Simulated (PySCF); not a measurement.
Delta-SCF ions had no search for a lower state. Excitations are Tamm–Dancoff values on a coarser integration grid. The basis has no diffuse functions, so Rydberg states are missing or too high.

# C$_{7}$H$_{13}$BS, SMILES `C1[C@@]2(C[C@@H]([C@H]1CC2)S)B` (charge 0, multiplicity 1)

Method: PBE0-D3(BJ)/def2-TZVP // PBE0-D3(BJ)/def2-SVP (PySCF).

```yaml
HOMO: -6.68 eV
dipole_moment: 1.59 D
HOMO–LUMO gap: 5.33 eV
LUMO: -1.35 eV
S1 excitation (TDA): 4.56 eV
S1 oscillator strength: 0.001
T1 excitation (TDA): 4.50 eV
S1–T1 gap (TDA): 0.06 eV
vertical ionisation energy (Delta-SCF): 8.71 eV
total_energy: -697.2119 Ha
cost: about 13 core-minutes (a rough figure)
```

```xyz
22

B     -1.2616     2.1081     0.1145
C     -0.4514     0.7962    -0.0450
C     -1.5523    -0.3044    -0.2182
C     -0.7723    -1.4780    -0.8712
C      0.6621    -0.9488    -0.9739
C      0.4101     0.5282    -1.2914
C      1.2389    -0.8817     0.4527
S      3.0559    -0.7596     0.5298
C      0.4805     0.3163     1.0826
H     -1.6202     2.4916     1.2065
H     -1.6324     2.7147    -0.8666
H     -2.0029    -0.5712     0.7489
H     -2.3709     0.0341    -0.8749
H     -1.1693    -1.7066    -1.8717
H     -0.8350    -2.4024    -0.2768
H      1.3025    -1.5088    -1.6686
H      1.3277     1.1377    -1.3183
H     -0.1337     0.6840    -2.2359
H      1.0430    -1.8224     0.9904
H      3.1629     0.4302    -0.1009
H     -0.0717     0.0369     1.9925
H      1.1902     1.1060     1.3713
```
